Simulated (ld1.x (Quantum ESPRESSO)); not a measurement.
What the settings do to the TM potential of zirconium (Zr)

Base potential:

zirconium, norm-conserving Troullier–Martins (Kleinman–Bylander form), made with ld1.x (Quantum ESPRESSO) 7.5 (PBE, scalar-relativistic). Core [Kr], reference 4d2 5s1.75 5p0 (charge +0.25). Waves: 5s (bound): rc 2.75 bohr; 4d (bound): rc 2.10 bohr; 5p (bound, empty): rc 3.25 bohr. Local part: the p channel. Core correction: a·sin(br)/r model core inside 2.15 bohr.

All-electron outer shells of the reference configuration (PBE, scalar-relativistic, ld1.x):

| shell | level (eV) | outermost node (bohr) | outermost maximum (bohr) |
| --- | --- | --- | --- |
| 4s | -56.05 | 0.55 | 1.08 |
| 4p | -34.01 | 0.56 | 1.17 |
| 5s | -5.75 | 1.47 | 3.11 |
| 4d | -5.10 | 0.58 | 1.59 |
| 5p | -2.59 | 1.69 | 4.00 |

Cutoffs, loose and tight: the cutoffs (Ry, on a coarse ladder) from which the occupation-weighted sum of valence levels, in a spherical-Bessel basis at the reference potential, stays within 10 and 1 mRy of its value at 400 Ry. They do not see the model core or the augmentation charge, which bear on the density cutoff. Test errors are all-electron minus pseudo excitation energies from the reference, over the configurations 4d2 5s2 5p0; 4d2 5s1 5p0; 4d2 5s0 5p0; 4d2 5s1 5p1; 4d2.5 5s1.5 5p0; 4d3 5s0 5p0; 4d2 5s1.5 5p0. A dash means not determined; rows that change the core or the reference have their own tests.

```csv
change,outcome,"cutoff, loose","cutoff, tight",bound ghosts,largest test error (meV)
base,generated,30 Ry,35 Ry,none,-118
wave 4d (bound): rc 2.10 bohr becomes 4d (bound): rc 1.76 bohr,generated,30 Ry,40 Ry,none,-120
wave 4d (bound): rc 2.10 bohr becomes 4d (bound): rc 2.12 bohr,generated,30 Ry,35 Ry,none,-118
wave 4d (bound): rc 2.10 bohr becomes 4d (bound): rc 2.48 bohr,generated,25 Ry,30 Ry,none,-110
wave 4d (bound): rc 2.10 bohr becomes 4d (bound): rc 3.06 bohr,generated,18 Ry,25 Ry,none,-79
```

**Question.** What comes out with this change to the base: wave 4d (bound): rc 2.10 bohr becomes 4d (bound): rc 1.36 bohr?

**Answer.** outcome: generated; cutoff, loose: 40 Ry; cutoff, tight: 70 Ry; bound ghosts: none; largest test error (meV): -122.

**Question.** What comes out with this change to the base: wave 4d (bound): rc 2.10 bohr becomes 4d (bound): rc 2.78 bohr?

**Answer.** outcome: generated; cutoff, loose: 21 Ry; cutoff, tight: 30 Ry; bound ghosts: none; largest test error (meV): -98.

Reading the sweep of the d radius (base included, trends over the rows without a ghost): The loose cutoff falls from 40 Ry at 1.36 to 18 Ry at 3.06 bohr. A larger radius leaves more room for a smooth pseudo-wave, so fewer plane waves are needed; a smaller one forces it to follow the all-electron wave where it bends sharply. The median size of the test errors (rows with all tests solved) stays near 2.8 meV.
